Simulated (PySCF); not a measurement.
Species: C₅H₇O₂P.
Numbering: `[CH:1]#[C:2][P@@:3]([CH3:4])(=[O:5])[C:6]([CH3:7])=[O:8]` (hydrogens: H9 on C1; H10, H11, H12 on C4; H13, H14, H15 on C7)

The same species was optimised twice, with GFN2-xTB and with PBE0-D3(BJ)/def2-SVP (PySCF), and the same property calculations (PySCF, gas phase) were run on both structures.

```json
{"coordinate": "P3=O5 (Å)", "GFN2-xTB": "1.468", "PBE0-D3(BJ)/def2-SVP": "1.494", "change": "+0.026"}
{"coordinate": "P3–C4 (Å)", "GFN2-xTB": "1.824", "PBE0-D3(BJ)/def2-SVP": "1.803", "change": "-0.021"}
{"coordinate": "C1≡C2 (Å)", "GFN2-xTB": "1.201", "PBE0-D3(BJ)/def2-SVP": "1.215", "change": "+0.014"}
{"coordinate": "P3–C6 (Å)", "GFN2-xTB": "1.880", "PBE0-D3(BJ)/def2-SVP": "1.890", "change": "+0.010"}
{"coordinate": "C6–C7 (Å)", "GFN2-xTB": "1.489", "PBE0-D3(BJ)/def2-SVP": "1.495", "change": "+0.006"}
{"coordinate": "C6=O8 (Å)", "GFN2-xTB": "1.199", "PBE0-D3(BJ)/def2-SVP": "1.204", "change": "+0.005"}
{"coordinate": "C2–P3 (Å)", "GFN2-xTB": "1.777", "PBE0-D3(BJ)/def2-SVP": "1.777", "change": "0.000"}
{"coordinate": "P3–C6–C7 (°)", "GFN2-xTB": "111.6", "PBE0-D3(BJ)/def2-SVP": "114.3", "change": "+2.7"}
{"coordinate": "C4–P3–O5 (°)", "GFN2-xTB": "115.7", "PBE0-D3(BJ)/def2-SVP": "117.9", "change": "+2.2"}
{"coordinate": "P3–C6–O8 (°)", "GFN2-xTB": "121.5", "PBE0-D3(BJ)/def2-SVP": "119.7", "change": "-1.8"}
{"coordinate": "C4–P3–C6 (°)", "GFN2-xTB": "105.5", "PBE0-D3(BJ)/def2-SVP": "103.7", "change": "-1.8"}
{"coordinate": "C2–P3–C6 (°)", "GFN2-xTB": "102.3", "PBE0-D3(BJ)/def2-SVP": "100.9", "change": "-1.4"}
{"coordinate": "C7–C6–O8 (°)", "GFN2-xTB": "126.8", "PBE0-D3(BJ)/def2-SVP": "125.9", "change": "-0.9"}
{"coordinate": "C2–P3–O5 (°)", "GFN2-xTB": "114.5", "PBE0-D3(BJ)/def2-SVP": "115.0", "change": "+0.5"}
{"coordinate": "C2–P3–C4 (°)", "GFN2-xTB": "104.6", "PBE0-D3(BJ)/def2-SVP": "104.3", "change": "-0.3"}
{"coordinate": "C2–P3–C6–C7 (°)", "GFN2-xTB": "-80", "PBE0-D3(BJ)/def2-SVP": "-95", "change": "-15"}
```

Rotational constants: A = 2020, B = 1484, C = 1309 MHz (GFN2-xTB) against A = 2004, B = 1439, C = 1335 MHz (PBE0-D3(BJ)/def2-SVP). Point groups within 0.08 Å: C1 and C1. Atoms that the bonding makes alike are paired by their places after alignment.

On the GFN2-xTB structure: lowest singlet, TDDFT (eV) 3.55 [PBE0/def2-SVPD]; lowest triplet, Tamm–Dancoff (eV) 2.97 [PBE0/def2-SVPD]; isotropic polarisability (au) 86.2 [PBE0/def2-SVPD]; HOMO (eV) -7.29 [PBE0/def2-SVPD]; LUMO (eV) -1.86 [PBE0/def2-SVPD]; dipole (D) 2.83 [PBE0/def2-SVPD]; HOMO (eV) -7.21 [PBE0/pcSseg-1]; LUMO (eV) -1.74 [PBE0/pcSseg-1]; dipole (D) 2.76 [PBE0/pcSseg-1]; GIAO shielding of C1 (ppm) 87.7 [PBE0/pcSseg-1]; GIAO shielding of C2 (ppm) 101.8 [PBE0/pcSseg-1]; GIAO shielding of P3 (ppm) 338.0 [PBE0/pcSseg-1]; GIAO shielding of C4 (ppm) 168.8 [PBE0/pcSseg-1]; GIAO shielding of O5 (ppm) 234.2 [PBE0/pcSseg-1]; GIAO shielding of C6 (ppm) -33.6 [PBE0/pcSseg-1]; GIAO shielding of C7 (ppm) 156.5 [PBE0/pcSseg-1]; GIAO shielding of O8 (ppm) -386.0 [PBE0/pcSseg-1].

Problem. What do these properties become on the PBE0-D3(BJ)/def2-SVP structure?

Solution. 
```csv
property,level,on GFN2-xTB,on PBE0-D3(BJ)/def2-SVP,change
"lowest singlet, TDDFT (eV)",PBE0/def2-SVPD,3.55,3.53,-0.02
"lowest triplet, Tamm–Dancoff (eV)",PBE0/def2-SVPD,2.97,2.95,-0.02
isotropic polarisability (au),PBE0/def2-SVPD,86.2,87.6,+1.4
HOMO (eV),PBE0/def2-SVPD,-7.29,-7.27,+0.02
LUMO (eV),PBE0/def2-SVPD,-1.86,-1.88,-0.02
dipole (D),PBE0/def2-SVPD,2.83,2.38,-0.45
"energy, GFN2-xTB geometry as zero (kcal/mol)",PBE0/def2-SVPD,0.0,-2.0,-2.0
HOMO (eV),PBE0/pcSseg-1,-7.21,-7.19,+0.02
LUMO (eV),PBE0/pcSseg-1,-1.74,-1.74,0.00
dipole (D),PBE0/pcSseg-1,2.76,2.32,-0.44
"energy, GFN2-xTB geometry as zero (kcal/mol)",PBE0/pcSseg-1,0.0,-1.3,-1.3
GIAO shielding of C1 (ppm),PBE0/pcSseg-1,87.7,85.0,-2.7
GIAO shielding of C2 (ppm),PBE0/pcSseg-1,101.8,102.0,+0.2
GIAO shielding of P3 (ppm),PBE0/pcSseg-1,338.0,333.2,-4.8
GIAO shielding of C4 (ppm),PBE0/pcSseg-1,168.8,168.9,+0.1
GIAO shielding of O5 (ppm),PBE0/pcSseg-1,234.2,229.7,-4.5
GIAO shielding of C6 (ppm),PBE0/pcSseg-1,-33.6,-37.0,-3.4
GIAO shielding of C7 (ppm),PBE0/pcSseg-1,156.5,154.2,-2.3
GIAO shielding of O8 (ppm),PBE0/pcSseg-1,-386.0,-398.8,-12.8
```

The heavy atoms differ by 0.143 Å rms after alignment. Among bonds between heavy atoms P3=O5 changes most (+0.026 Å). Changes are differences of the printed values. Neither structure is proved a minimum here.

The values belong to the conformer `[CH:1]#[C:2][P@@:3]([CH3:4])(=[O:5])[C:6]([CH3:7])=[O:8]`: C2–P3–C6–C7 -95°.
